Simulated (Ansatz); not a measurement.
The Mg1–H2 bond of FHMg (SMILES [F][MgH]) is stretched (multiplicity 1, the rest rigid).
Geometry at rest (charge 0, multiplicity 1):
```xyz
3

Mg     0.00000     0.00000    -0.64398
H      0.00000     0.00000    -2.32552
F      0.00000     0.00000     1.11704
```

Cores are frozen in the correlated methods.

Programs: Ansatz (a quantum-chemistry and plane-wave program). Each number belongs to the level named beside it.

Energies above the point at 1.682 Å (the B3LYP-D3(BJ) bond length), FIC-MRCISD+Q on CASSCF(2,2)/def2-TZVPPD (kcal/mol): 4.51 at 1.513 Å; 2.37 at 1.850 Å; 70.57 at 5.381 Å.

Task: Take the last value as the depth D of a Morse curve D(1 − e^(−a(R − R₀)))², fit a and R₀ to the two near points, and test it at 2.270 and 2.943 Å.

Result: 
With D = 70.6, both near points (counted from the curve's value at 1.682 Å) are met by a = 1.27 Å⁻¹ and R₀ = 1.691 Å, so k = 2Da² = 229 kcal/(mol Å²). The curve then gives 19.2 and 44.8 kcal/mol; the level itself gives 20.0 and 49.2, so Morse is off by -0.8 and -4.4.
